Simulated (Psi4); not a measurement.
HAl, singlet, geometry from GFN2-xTB (such geometries of metal compounds can be far from the true shape), with bond 1-2 at 1.6 times its length; M06-2X/pcseg-1 in Psi4.

Input for Psi4:
```
memory 2 GB

molecule {
0 1
  Al    0.00000000    0.00000000   -1.08306471
  H     0.00000000    0.00000000    1.49785545
}

set basis pcseg-1
set d_convergence 1e-4

energy('m06-2x')
print_variables()
```

It wrote (shortened):

```
   => Loading Basis Set <=

    Name: PCSEG-1
    Role: ORBITAL
    Keyword: BASIS

         ---------------------------------------------------------
                                   SCF
               by Justin Turney, Rob Parrish, Andy Simmonett
                          and Daniel G. A. Smith
                              RKS Reference
         ---------------------------------------------------------

  ==> Geometry <==

    Molecular point group: c2v
    Full point group: C_inf_v

    Geometry (in Angstrom), charge = 0, multiplicity = 1:

       Center              X                  Y                   Z               Mass
    ------------   -----------------  -----------------  -----------------  -----------------
         AL           0.000000000000     0.000000000000    -0.092932300431    26.981538530000
         H            0.000000000000     0.000000000000     2.487987859569     1.007825032230

  Running in c2v symmetry.

  Rotational constants: A = ************  B =      2.60488  C =      2.60488 [cm^-1]
  Rotational constants: A = ************  B =  78092.48295  C =  78092.48295 [MHz]
  Nuclear repulsion =    2.665446163476053

  Charge       = 0
  Multiplicity = 1
  Electrons    = 14
  Nalpha       = 7
  Nbeta        = 7

  ==> Algorithm <==

  SCF Algorithm Type is DF.
  DIIS enabled.
  MOM disabled.
  Fractional occupation disabled.
  Guess Type is SAD.
  Energy threshold   = 1.00e-06
  Density threshold  = 1.00e-04
  Integral threshold = 1.00e-12

  ==> Primary Basis <==

  Basis Set: PCSEG-1
    Blend: PCSEG-1
    Number of shells: 11
    Number of basis functions: 23
    Number of Cartesian functions: 24
    Spherical Harmonics?: true
    Max angular momentum: 2

  ==> DFT Potential <==

   => LibXC <=

    Version 7.1.2
    S. Lehtola, C. Steigemann, M. J. T. Oliveira, and M. A. L. Marques,  SoftwareX 7, 1–5 (2018) (10.1016/j.softx.2017.11.002)

   => Composite Functional: M06-2X <=

    Hybrid M06-2X Meta-GGA XC Functional  (10.1007/s00214-007-0310-x)
    Y. Zhao and D. G. Truhlar,  Theor. Chem. Acc., 120, 215, 2008

    Deriv               =              1
    GGA                 =           TRUE
    Meta                =           TRUE

    Exchange Hybrid     =           TRUE
    MP2 Hybrid          =          FALSE

   => Exchange Functionals <=

    1.0000   XC_HYB_MGGA_X_M06_2X

   => Exact (HF) Exchange <=

    0.5400               HF

   => Correlation Functionals <=

    1.0000   XC_MGGA_C_M06_2X

[...]
   @DF-RKS iter   2:  -242.87489046986190   -6.35258e-03   5.02397e-03 ADIIS/DIIS
   @DF-RKS iter   3:  -242.88334517039965   -8.45470e-03   4.75998e-04 ADIIS/DIIS
   @DF-RKS iter   4:  -242.88341540251389   -7.02321e-05   3.80798e-05 DIIS
   @DF-RKS iter   5:  -242.88341599996548   -5.97452e-07   5.32659e-06 DIIS
  Energy and wave function converged.

  ==> Post-Iterations <==

   Electrons on quadrature grid:
      Ntotal   =   13.9999981778 ; deviation = -1.822e-06

    Orbital Energies [Eh]
    ---------------------

    Doubly Occupied:

[...]
       5A1    -0.230627

    Virtual:

[...]
      12A1     1.914010

    Final Occupation by Irrep:
             A1    A2    B1    B2
    DOCC [     5,    0,    1,    1 ]
    NA   [     5,    0,    1,    1 ]
    NB   [     5,    0,    1,    1 ]

  @DF-RKS Final Energy:  -242.88341599996548

   => Energetics <=

    Nuclear Repulsion Energy =              2.6654461634760529
    One-Electron Energy =                -342.2862564134704826
    Two-Electron Energy =                 105.6778194432396987
    DFT Exchange-Correlation Energy =      -8.9404251932107837
    Empirical Dispersion Energy =           0.0000000000000000
    VV10 Nonlocal Energy =                  0.0000000000000000
    Total Energy =                       -242.8834159999655071

Computation Completed

Properties will be evaluated at   0.000000,   0.000000,   0.000000 [a0]

Properties computed using the SCF density matrix

 Multipole Moments:

 ------------------------------------------------------------------------------------
     Multipole            Electronic (a.u.)      Nuclear  (a.u.)        Total (a.u.)
 ------------------------------------------------------------------------------------

 L = 1.  Multiply by 2.5417464519 to convert [e a0] to [Debye]
 Dipole X            :          0.0000000            0.0000000            0.0000000
 Dipole Y            :          0.0000000            0.0000000            0.0000000
 Dipole Z            :         -4.0081632            2.4185999           -1.5895633
 Magnitude           :                                                    1.5895633

 ------------------------------------------------------------------------------------

  Variable Map:
  ----------------------------------------------------------------------------
[...]
  Array Variable Map:
  ----------------------------------------------------------------------------
[...]
[...]
```
